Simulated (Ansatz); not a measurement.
Relaxation of B2H7NSi (11 atoms, charge 0, multiplicity 1), to a largest force component of 0.02 eV/Å in at most 50 steps.

Method: RKS B3LYP-D4/def2-SVP (Ansatz).

```xyz
11
Properties=species:S:1:pos:R:3
B -0.807 1.013 0.774
N 0.285 0.062 0.556
B -0.260 -1.360 0.740
Si 0.904 0.209 -1.153
H -0.712 2.172 0.394
H -1.049 -0.893 0.014
H 0.551 -2.269 0.679
H -1.297 -1.569 1.100
H 1.921 -0.744 -1.357
H -0.287 -0.084 -2.038
H 1.323 1.557 -1.383
```

**Question.** Where does it end, and by what steps?

**Answer.** It converged. After 23 steps the energy has fallen by 6.321 eV; H8 moved furthest, 1.26 Å. Joined: B1–B3 (2.44 → 1.89 Å), B1–H8 (2.65 → 1.30 Å).

| step | energy less start (eV) | largest force component (eV/Å) | accepted |
| --- | --- | --- | --- |
| 0 | 0.0000 | 4.524 | yes |
| 1 | -1.6566 | 4.523 | yes |
| 2 | -3.0143 | 4.660 | yes |
| 3 | -4.0209 | 2.091 | yes |
| 4 | -4.5333 | 1.270 | yes |
| 5 | -4.8532 | 0.889 | yes |
| 6 | -5.0224 | 0.623 | yes |
| 7 | -5.1242 | 0.382 | yes |
| 8 | -5.2062 | 0.467 | yes |
| 9 | -5.2991 | 0.625 | yes |
| 10 | -5.4330 | 0.868 | yes |
| 11 | -5.6609 | 1.124 | yes |
| 12 | -5.9800 | 0.775 | yes |
| 13 | -5.9797 | 2.468 | no |
| 14 | -6.1734 | 0.556 | yes |
| 15 | -6.1739 | 1.367 | yes |
| 16 | -6.2581 | 0.911 | yes |
| 17 | -6.2946 | 0.446 | yes |
| 18 | -6.3110 | 0.257 | yes |
| 19 | -6.3159 | 0.306 | yes |
| 20 | -6.3186 | 0.098 | yes |
| 21 | -6.3201 | 0.053 | yes |
| 22 | -6.3206 | 0.028 | yes |
| 23 | -6.3208 | 0.018 | yes |

```xyz
11
Properties=species:S:1:pos:R:3
B -0.581 0.542 0.912
N 0.046 -0.072 -0.121
B -0.548 -1.314 0.558
Si 1.020 0.302 -1.522
H -0.745 1.646 1.340
H -1.541 -1.809 0.074
H 0.186 -1.998 1.235
H -1.146 -0.417 1.594
H 2.304 -0.449 -1.446
H 0.295 -0.106 -2.758
H 1.281 1.767 -1.539
```

Whether the end is a true minimum wasn't checked by a vibrational analysis.

The run took 64 s on 2 threads of AMD EPYC 7R13 Processor (Zen 3) (shared host), peak memory 0.21 GiB.
